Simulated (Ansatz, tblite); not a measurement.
MO2(NH2)2 with several metals: vertical IE (eV) at several levels, gas phase, relaxed structures; Ansatz, xTB through tblite. Core potentials for Mo, W in the def2 sets, no spin–orbit coupling. Raw xTB energies of ions are shifted by several eV. Names give formal oxidation states. The structures are stationary points that may keep the symmetry of their start. Remarks come from the PBE and PBE0 runs and from stability tests at other levels; not every state was tested. HOMO above LUMO (over both spins in singlets and doublets, within one spin in higher multiplets; at PBE or PBE0), or a gap under 0.15 eV within one spin, warns that the state may not be the lowest or that an electron is smeared out.

| species | state | geometry | GFN2-xTB | PBE-D4/def2-TZVP | r2SCAN-D4/def2-TZVP | PBE0-D4/def2-TZVP | remarks |
| --- | --- | --- | --- | --- | --- | --- | --- |
| CrO2(NH2)2 (CrN2O2H4) | singlet to doublet | B3LYP-D4/def2-SVP | 14.88 | 9.14 | 9.12 | 9.18 | restricted SCF unstable in HF, spin-contaminated (⟨S²⟩ up to 0.92) (+1 doublet) |
| WO2(NH2)2 (WN2O2H4) | singlet to doublet | B3LYP-D4/def2-SVP | 13.89 | 9.45 | 9.55 | 9.77 | gap within one spin near zero at PBE or PBE0 (+1 doublet) |

Task: Estimate the rows for MoO2(NH2)2 (MoN2O2H4) (singlet to doublet, PBE0-D4/def2-SVP geometry).

Result: 
```tsv
species	state	geometry	GFN2-xTB	PBE-D4/def2-TZVP	r2SCAN-D4/def2-TZVP	PBE0-D4/def2-TZVP
MoO2(NH2)2 (MoN2O2H4)	singlet to doublet	PBE0-D4/def2-SVP	14.50	9.36	9.42	9.60
```

Over the 3 species that have every level, the mean is 14.42 at GFN2-xTB, 9.32 at PBE-D4/def2-TZVP, 9.37 at r2SCAN-D4/def2-TZVP, 9.52 at PBE0-D4/def2-TZVP.
